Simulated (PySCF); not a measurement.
**[WH5]-: from structure and modes to constants**

Level of theory: UPBE0/[W def2-TZVPD with ECP60, H def2-TZVPD], scalar-relativistic core potentials, density fitting, no spin–orbit coupling, PySCF.

The triplet minimum has Cs symmetry. Masses (u): W 183.95093, H 1.00782.

```xyz
6
charge -1 multiplicity 3, angstrom
W     0.0018    0.0089    0.0000
H     0.0000   -1.7287    0.0000
H    -1.0099    1.5372    0.0000
H     1.1290   -0.3793   -1.2677
H     1.1290   -0.3793    1.2677
H    -1.5780   -0.6779    0.0000
```

Harmonic wavenumbers (cm⁻¹): 186.0 (a', ×1), 354.4 (a'', ×1), 430.2 (a'', ×1), 460.9 (a', ×1), 580.6 (a', ×1), 717.9 (a'', ×1), 941.3 (a', ×1), 1554.9 (a', ×1), 1797.7 (a', ×1), 1798.5 (a'', ×1), 1853.3 (a', ×1), 1902.7 (a', ×1).

Problem. Find the principal moments of inertia and the rotational constants. What kind of rotor is it?

Solution. About the centre of mass I = 8.0265, 10.72, 12.268 u Å². With B = 16.8576/I this gives 2.1, 1.572, 1.374 cm⁻¹. The molecule is an asymmetric top with κ = -0.45.

Problem. What is the harmonic zero-point energy?

Solution. Half the sum of all 12 wavenumbers, 12579/2 = 6289 cm⁻¹, which is 75.2 kJ/mol (1 cm⁻¹ = 0.0119627 kJ/mol).

Problem. Find the vibrational entropy and heat capacity at 298.15 K.

Solution. With u = 1.43878 ω/T, each mode gives S = R[u/(eᵘ−1) − ln(1−e⁻ᵘ)] and C = R u² eᵘ/(eᵘ−1)².
```tsv
ω (cm⁻¹)	u	S (J/(mol K))	C (J/(mol K))
186.0	0.897	9.49	7.78
354.4	1.710	4.80	6.55
430.2	2.076	3.59	5.88
460.9	2.224	3.19	5.59
580.6	2.802	2.03	4.49
717.9	3.464	1.20	3.33
941.3	4.543	0.50	1.87
1554.9	7.504	0.04	0.26
1797.7	8.675	0.01	0.11
1798.5	8.679	0.01	0.11
1853.3	8.943	0.01	0.09
1902.7	9.182	0.01	0.07
```
The sums over all modes are S = 24.9 and C = 36.1 J/(mol K); the softest mode gives 38 % of the entropy.

Problem. Give the standard entropy (298.15 K, 1 bar) by its translational, rotational, vibrational and spin parts, and Cp.

Solution. Sackur–Tetrode with M = 188.99 u gives 174.2; rotation with symmetry number 1 gives 77.5; vibration 24.9; spin R ln 3 = 9.1. The total is 285.7 J/(mol K), and Cp = 4 R + 36.1 = 69.4 J/(mol K).

Only a few start shapes were tried, so a lower isomer may exist. Other spin states or occupations of the open shell can lie lower. The lowest empty level of this anion is unbound, so it and the gap depend on the basis. No spin–orbit coupling is included, which matters more the heavier the element.
